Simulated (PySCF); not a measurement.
# Which setting was changed?

Settings: PySCF, density fitting, no solvent, no relativity; the PBE0-D3(BJ)/def2-SVP geometry of a molecule is the same in every run. Shieldings use GIAOs. All basis functions are spherical. Starting from PBE0/6-31G, one thing was changed at a time: the basis to cc-pVTZ, the basis to STO-3G, the basis to 6-31G*, the basis to aug-cc-pVDZ.

Changes against PBE0/6-31G in 4 molecules:

```json
{"molecule": "FCC#CCF", "changed to": "cc-pVTZ", "mean 13C shielding (ppm)": "-16.8", "HOMO energy (eV)": "-0.04", "mean 1H shielding (ppm)": "-1.19"}
{"molecule": "FCC#CCF", "changed to": "STO-3G", "mean 13C shielding (ppm)": "+50.0", "HOMO energy (eV)": "+2.61", "mean 1H shielding (ppm)": "+2.57"}
{"molecule": "FCC#CCF", "changed to": "6-31G*", "mean 13C shielding (ppm)": "-3.4", "HOMO energy (eV)": "+0.22", "mean 1H shielding (ppm)": "-0.46"}
{"molecule": "FCC#CCF", "changed to": "aug-cc-pVDZ", "mean 13C shielding (ppm)": "-4.1", "HOMO energy (eV)": "-0.10", "mean 1H shielding (ppm)": "-1.21"}
{"molecule": "CBCC(F)(F)F", "changed to": "cc-pVTZ", "mean 13C shielding (ppm)": "-12.7", "HOMO energy (eV)": "0.00", "mean 1H shielding (ppm)": "-0.97"}
{"molecule": "CBCC(F)(F)F", "changed to": "STO-3G", "mean 13C shielding (ppm)": "+51.3", "HOMO energy (eV)": "+3.67", "mean 1H shielding (ppm)": "+0.49"}
{"molecule": "CBCC(F)(F)F", "changed to": "6-31G*", "mean 13C shielding (ppm)": "-1.7", "HOMO energy (eV)": "+0.17", "mean 1H shielding (ppm)": "-0.30"}
{"molecule": "CBCC(F)(F)F", "changed to": "aug-cc-pVDZ", "mean 13C shielding (ppm)": "-1.9", "HOMO energy (eV)": "-0.02", "mean 1H shielding (ppm)": "-0.98"}
{"molecule": "[BH3-][S@+](C)CF", "changed to": "cc-pVTZ", "mean 13C shielding (ppm)": "-14.4", "HOMO energy (eV)": "-0.05", "mean 1H shielding (ppm)": "-0.99"}
{"molecule": "[BH3-][S@+](C)CF", "changed to": "STO-3G", "mean 13C shielding (ppm)": "+44.1", "HOMO energy (eV)": "+2.20", "mean 1H shielding (ppm)": "+1.31"}
{"molecule": "[BH3-][S@+](C)CF", "changed to": "6-31G*", "mean 13C shielding (ppm)": "-3.9", "HOMO energy (eV)": "+0.09", "mean 1H shielding (ppm)": "-0.40"}
{"molecule": "[BH3-][S@+](C)CF", "changed to": "aug-cc-pVDZ", "mean 13C shielding (ppm)": "-5.0", "HOMO energy (eV)": "-0.05", "mean 1H shielding (ppm)": "-1.01"}
{"molecule": "C=CC=C(F)F", "changed to": "cc-pVTZ", "mean 13C shielding (ppm)": "-17.2", "HOMO energy (eV)": "-0.06", "mean 1H shielding (ppm)": "-1.19"}
{"molecule": "C=CC=C(F)F", "changed to": "STO-3G", "mean 13C shielding (ppm)": "+52.5", "HOMO energy (eV)": "+2.74", "mean 1H shielding (ppm)": "+0.61"}
{"molecule": "C=CC=C(F)F", "changed to": "6-31G*", "mean 13C shielding (ppm)": "-0.8", "HOMO energy (eV)": "+0.25", "mean 1H shielding (ppm)": "-0.21"}
{"molecule": "C=CC=C(F)F", "changed to": "aug-cc-pVDZ", "mean 13C shielding (ppm)": "-4.2", "HOMO energy (eV)": "-0.13", "mean 1H shielding (ppm)": "-1.21"}
```

For `FC1=C(F)CC1` the PBE0/6-31G run gave mean 13C shielding 125.4 ppm, HOMO energy -6.89 eV, mean 1H shielding 30.26 ppm. The changed runs lost their labels:

```
run  mean 13C shielding (ppm)  HOMO energy (eV)  mean 1H shielding (ppm)
  A                     110.4             -6.93                    29.06
  B                     123.2             -6.64                    29.83
  C                     165.4             -3.63                    30.93
  D                     121.7             -7.00                    29.10
```

**Question.** Which run belongs to which change?

**Answer.** A: cc-pVTZ; B: 6-31G*; C: STO-3G; D: aug-cc-pVDZ.

```
run  change of mean 13C shielding (ppm), here / mean of the others  change of HOMO energy (eV), here / mean of the others  change of mean 1H shielding (ppm), here / mean of the others  next best match
  A                                                  -15.0 / -15.3                                          -0.04 / -0.04                                                 -1.20 / -1.08      aug-cc-pVDZ
  B                                                    -2.2 / -2.5                                          +0.25 / +0.18                                                 -0.43 / -0.34      aug-cc-pVDZ
  C                                                  +40.0 / +49.5                                          +3.26 / +2.81                                                 +0.67 / +1.25           6-31G*
  D                                                    -3.7 / -3.8                                          -0.11 / -0.08                                                 -1.16 / -1.10           6-31G*
```

Each run is given to the change whose mean effect on the other molecules lies nearest, every quantity measured in units of its scatter between molecules.

**Question.** Would one quantity have been enough? Give each run to the change with the nearest mean effect on that quantity alone.

**Answer.** mean 13C shielding: 4 of 4 runs rightly; HOMO energy: 4 of 4 runs rightly; mean 1H shielding: 3 of 4 runs rightly.

Only sets that this rule tells apart clearly are shown.
